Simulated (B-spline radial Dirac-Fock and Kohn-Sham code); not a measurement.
## Scattering functions of Bi⁷⁺

System: bismuth as Bi⁷⁺, configuration [Xe] 4f14 5d8.

Method: relativistic Hartree-Fock (Dirac-Fock) wave functions, averaged over the configuration. Computed with a radial finite-basis atomic code. f₀ is the Fourier transform of the spherical electron density, S the Waller-Hartree incoherent function, and s = sin θ/λ. The electron scattering factor follows from the Mott-Bethe formula f_e = 0.023934 Å⁻¹·(Z − f₀)/s².

```
s (Å⁻¹)      f₀       S  f_e (Å)
      0  76.000   0.000        –
   0.05  75.518   0.443   71.625
    0.1  74.119   1.684   21.256
   0.15  71.928   3.493   11.778
    0.2  69.129   5.606    8.300
   0.25  65.930   7.808    6.537
    0.3  62.534   9.980    5.443
   0.35  59.114  12.084    4.667
    0.4  55.800  14.126    4.069
   0.45  52.675  16.121    3.584
    0.5  49.782  18.074    3.180
    0.6  44.715  21.819    2.545
    0.7  40.481  25.251    2.077
    0.8  36.861  28.289    1.725
    0.9  33.672  30.942    1.458
      1  30.804  33.284    1.249
    1.1  28.210  35.400    1.084
    1.2  25.875  37.358    0.949
    1.4  21.984  40.940    0.745
    1.6  19.086  44.180    0.598
    1.8  17.009  47.136    0.487
      2  15.507  49.821    0.404
    2.5  12.895  55.274    0.268
      3  10.686  59.105    0.192
    3.5   8.698  61.862    0.145
      4   7.139  63.978    0.113
      5   5.350  67.082    0.074
      6   4.505  69.231    0.052
```

f₀ starts at the number of electrons, 76, and has fallen to half at s ≈ 0.77 Å⁻¹. The sum of ⟨r²⟩ over the electrons is 26.34 bohr². For an ion f_e diverges as s goes to zero, because of the net charge.
